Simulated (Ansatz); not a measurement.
Cartesian coordinates in Å:
```
C 0.2863 -0.8782 1.1029
Sn 0.2295 -0.0067 -0.8361
C -0.9719 1.7323 -0.6622
N -1.6288 2.6713 -0.5380
H 0.8846 -1.7888 1.0825
H 0.7274 -0.1724 1.8058
H -0.7268 -1.1192 1.4225
H -0.5449 -0.9791 -1.9966
H 1.7445 0.5409 -1.3808
```

Charge 0, multiplicity 1. Sn takes the def2 core potential.

**Question.** List the ωB97M-V/def2-TZVPP orbital energies in eV (Ansatz 0.2.0). (Estimate.)

**Answer.** Ansatz gave: Occupied: -394.57, -281.96, -281.87, -143.65, -98.28, -98.19, -98.16, -31.93, -31.83, -31.81, -31.71, -31.70, -27.75, -22.71, -18.24, -14.77, -14.53, -14.10, -12.45, -12.31, -12.16, -11.54, -11.21. Lowest empty: 1.01, 1.48, 1.93, 2.07, 2.72, 2.98, 3.18, 3.70.
